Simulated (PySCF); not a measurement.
## ReCl4, doublet: structure and spectrum

These are results of UPBE/[Re def2-SVP with ECP60, Cl def2-SVP], scalar-relativistic core potentials, density fitting, no spin–orbit coupling, PySCF, not measurements.

The structure is a minimum.

| Item | Value |
| --- | --- |
| Point group | D2d |
| Bond lengths | Re–Cl 2.252 Å (×4) |
| Bond angles | Cl–Re–Cl 101.6° (×4), Cl–Re–Cl 126.8° (×2) |
| Rotational symmetry number | 4 |
| Principal quadrupole moments (Buckingham, traceless) about the centre of mass | -0.66, 0.33, 0.33 D Å |
| Rotational constants | 0.03961, 0.03961, 0.02972 cm⁻¹ |
| Enthalpy at 298.15 K above 0 K | 23.16 kJ/mol |
| Highest occupied level (β) | -5.06 eV |
| Atomisation energy without zero-point energy | 1434 kJ/mol |
| Spin squared ⟨S²⟩ | 0.753 |
| Principal polarisabilities | 72.5, 91.3, 91.3 bohr³ |
| Lowest empty level (β) | -4.75 eV |
| Heat capacity Cp at 298.15 K | 99.0 J/(mol K) |
| Entropy at 298.15 K and 1 bar (electronic part: spin only) | 394.9 J/(mol K) |
| Zero-point energy | 12.1 kJ/mol |
| Dipole moment | 0.00 D |

Harmonic modes (masses in u: Re 186.956, Cl 34.969):
```tsv
symmetry	ω (cm⁻¹)	IR (km/mol, summed over degenerate members)	μ (u)
a1	60	0.0	34.97
b2	91	0.9	45.80
e	92	4.6	41.89
b1	108	0.0	34.97
b2	388	31.5	39.35
a1	393	0.0	34.97
e	399	126	42.79
```

In D2d the vibrations span 2a1 + 2b2 + 2e + b1. The a1, b1 modes carry no infrared intensity, as symmetry demands.

Charges (e):
```csv
atom,Mulliken,Löwdin,polar tensor,spin (Mulliken),Mayer order to Re1
Re1,0.45,-0.86,1.68,0.75,–
"Cl2,3,4,5",-0.11,0.21,-0.42,0.06,1.26
```

Mulliken populations on Re1 (electrons outside its core potential): s 2.60, p 6.42, d 5.46, f 0.07.

Formally Re is in oxidation state +4, d3, with 1 unpaired electron (the high-spin count would be 3). The Mulliken spin on Re is 0.75. The polar-tensor charge on Re, 1.68, is far below the formal one.

Only a few start shapes were tried, so a lower isomer may exist. Open d and f shells are described by one determinant, and the ground state may have another occupation or spin. No spin–orbit coupling is included, which matters more the heavier the element.

The final relaxation and frequency run took of the order of 4 core-minutes on a shared host.
